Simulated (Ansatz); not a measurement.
A run for Ansatz (an electronic-structure program): R-BHLYP/def2-TZVPP on C2H7BO (SMILES CB(C)O).

Ansatz 0.2 input:
```yaml
crystal:
  periodic: [false, false, false]
  atoms:
    - {symbol: C, position_ang: [1.44234795, -0.32278797, -0.22574671]}
    - {symbol: B, position_ang: [0.07722749, 0.30761538, 0.23093026]}
    - {symbol: C, position_ang: [-1.31186045, -0.28055396, -0.23233472]}
    - {symbol: O, position_ang: [0.14452831, 1.39898784, 1.05141146]}
    - {symbol: H, position_ang: [2.30016156, 0.31327598, -0.00408567]}
    - {symbol: H, position_ang: [1.44435132, -0.56103836, -1.29298703]}
    - {symbol: H, position_ang: [1.59345278, -1.27725312, 0.29200786]}
    - {symbol: H, position_ang: [-1.33144764, -1.37113613, -0.15783243]}
    - {symbol: H, position_ang: [-2.17443504, 0.11216951, 0.31340728]}
    - {symbol: H, position_ang: [-1.46595797, -0.05255376, -1.29320577]}
    - {symbol: H, position_ang: [-0.71836835, 1.73327463, 1.31843548]}
basis:
  gaussian:
    orbitals: def2-TZVPP
hamiltonian:
  xc: {name: BHLYP}
scf: {lower_state_search: off}
```

The log:

```
WARN ansatz: RAYON_NUM_THREADS=2 ignored (pool sized by the plan → 2); use --threads N
Functional definition: BHLYP
these checks for a lower state are left out or cut short: stability, starts, cluster_reference, orbital_swaps, neighbouring_geometries, increment
integrals: 0.11 GiB planned
1241 factors; their error is unknown
mean field: 1.17 GiB planned
mean field evaluation 1: about -4904.5253 eV, gradient 6.4e1 eV
mean field evaluation 2: about -4905.9858 eV, gradient 6.0e1 eV
mean field evaluation 4: about -4912.8570 eV, gradient 2.0e0 eV
mean field evaluation 8: about -4912.8644 eV, gradient 8.5e-2 eV
mean field evaluation 16: about -4912.8744 eV, gradient 2.0e-5 eV
mean field -4912.87437124 eV, -180.5448030772 hartree, gradient 7.4e-7 eV, S^2 0.000000; 0 other end points of the search recorded, 0 dependent functions left out
reference -4912.87455146 eV, -180.5448097003 hartree; 16, 16 occupied and 206, 206 virtual orbitals, 1241 factors
Total energy: -4912.87455146 eV, -180.5448097003 hartree
Checks for a lower state left out: stability, starts, cluster_reference, orbital_swaps, neighbouring_geometries, increment
```

The calculation finished and met its thresholds.

Cost: roughly 5 core-seconds.
